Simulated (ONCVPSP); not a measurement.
Before and after: ONCV potential for copper

```
Element                 : Cu (Z = 29)
Generator               : ONCVPSP 4.0.1
Type                    : optimised norm-conserving Vanderbilt (ONCV)
Functional              : PBEsol
Relativity              : scalar-relativistic
Frozen core             : [Ne]
Valence charge          : 19
Reference configuration : 3s2 3p6 3d9 (charge +2)
Partial waves           : 3s: rc 1.10 bohr, ncon 3, nbas 7, qcut 13.5 1/bohr, 1 projector; 3p: rc 0.65 bohr, ncon 4, nbas 7, qcut 11.5 1/bohr, 1 projector; 3d: rc 1.40 bohr, ncon 5, nbas 10, qcut 12.8 1/bohr, 2 projectors, debl 3.8 Ha
Local potential         : polynomial inside 0.50 bohr (lpopt 5, dvloc0 6 Ha)
Core correction         : Teter function, fcfact 5, rcfact 1.05
```

Change: reference 3s2 3p6 3d10 4s1; wave 3s: rc 1.10 bohr, ncon 3, nbas 7, qcut 13.5 1/bohr, 1 projector becomes 3s+4s: rc 1.10 bohr, ncon 3, nbas 7, qcut 13.5 1/bohr, 2 projectors.

Cutoffs: the cutoffs (Ha) at which the residual kinetic energy of the hardest occupied pseudo-wave falls to 1 and 0.1 mHa per electron; they do not see the model core or the augmentation charge, which bear on the density cutoff. Errors are all-electron minus pseudo energies relative to the spin-unpolarised reference configuration.

What does the change do?

The potential gets neither clearly harder nor softer (149 Ha and 312 Ha → 148 Ha and 312 Ha); the number of tests with a reliable result goes from 4 to 3; the range in which the s phases agree widens (upper end -1.6 → at the end of the scan); neither file shows a bound ghost.

```tsv
quantity	base	changed
cutoff, loose	149 Ha	148 Ha
cutoff, tight	312 Ha	312 Ha
loose cutoff by channel	s 58 Ha, p 149 Ha, d 62 Ha	s 58 Ha, p 148 Ha, d 62 Ha
bound ghosts	none	none
GHOST(+) flags under 300 eV	none	none
tests with a reliable result	4 of 4	3 of 4
s: phases at 1.12 bohr within 0.05 rad from the reference energy up to (Ha; the scan ends near 5)	-1.6	to the end of the scan
p: phases at 0.66 bohr within 0.05 rad from the reference energy up to (Ha; the scan ends near 5)	to the end of the scan	to the end of the scan
d: phases at 1.42 bohr within 0.05 rad from the reference energy up to (Ha; the scan ends near 5)	to the end of the scan	to the end of the scan
rms error of d²Exc/dni dnj with the model core, mHa	1.64	1.10
```
